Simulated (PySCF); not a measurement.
# Basis and Hamiltonian dependence of the ionisation energy of Cd²⁺

Cd²⁺ [Kr] 4d10 (1S) → Cd³⁺ [Kr] 4d9 (2D). All values are computed (PySCF 2.14, energy differences of UHF-based or UKS calculations, no spin-orbit coupling). Values in eV.

```tsv
basis	Hamiltonian	functions	UHF	LDA	PBE0	MP2 (valence)	CCSD(T) (valence)	CCSD(T) (valence and next inner shell)
cc-pVDZ-PP with ECP28MDF	ECP	38	35.953	38.007	n/a	37.426	n/a	n/a
def2-TZVP with the def2 core potential (28 electrons)	ECP	40	36.014	n/a	37.589	37.453	n/a	n/a
aug-cc-pVDZ-PP with ECP28MDF	ECP	54	35.952	38.006	37.528	37.746	37.532	n/a
def2-TZVPPD with the def2 core potential (28 electrons)	ECP	56	35.947	38.048	37.548	37.865	37.616	37.382
x2c-TZVPall	spin-free X2C	63	35.941	n/a	n/a	37.411	n/a	n/a
ANO-RCC-VTZP	spin-free X2C	68	35.932	38.227	37.644	37.660	37.484	37.383
x2c-TZVPPall	spin-free X2C	79	35.883	38.193	37.619	37.814	37.561	37.388
aug-cc-pVTZ-PP with ECP28MDF	ECP	88	35.887	38.009	37.494	37.917	37.663	n/a
def2-QZVPPD with the def2 core potential (28 electrons)	ECP	88	35.934	38.055	37.542	37.969	37.705	37.482
x2c-TZVPPall with one added diffuse shell each of s, p, d, f type	spin-free X2C	95	35.885	38.195	37.620	37.843	37.590	37.423
aug-cc-pVTZ-PP with one added diffuse shell each of s, p, d, f, g type with ECP28MDF	ECP	113	35.886	38.008	37.493	37.919	n/a	n/a
x2c-QZVPPall	spin-free X2C	118	35.886	38.200	37.621	37.911	n/a	n/a
aug-cc-pwCVTZ-PP with ECP28MDF	ECP	122	35.870	37.995	37.483	37.950	37.681	n/a
x2c-QZVPPall with one added diffuse shell each of s, p, d, f, g type	spin-free X2C	143	35.885	38.200	37.621	37.920	n/a	n/a
```

Frozen in the all-electron rows: valence: [Kr]; valence and next inner shell: [Ar] 3d10; with a core potential, the same shells as far as they lie outside it.

Between the lowest levels the reference is 37.468 ± 0.006 eV (measured; NIST Atomic Spectra Database, ionization energies); it includes spin-orbit coupling, which these numbers lack.
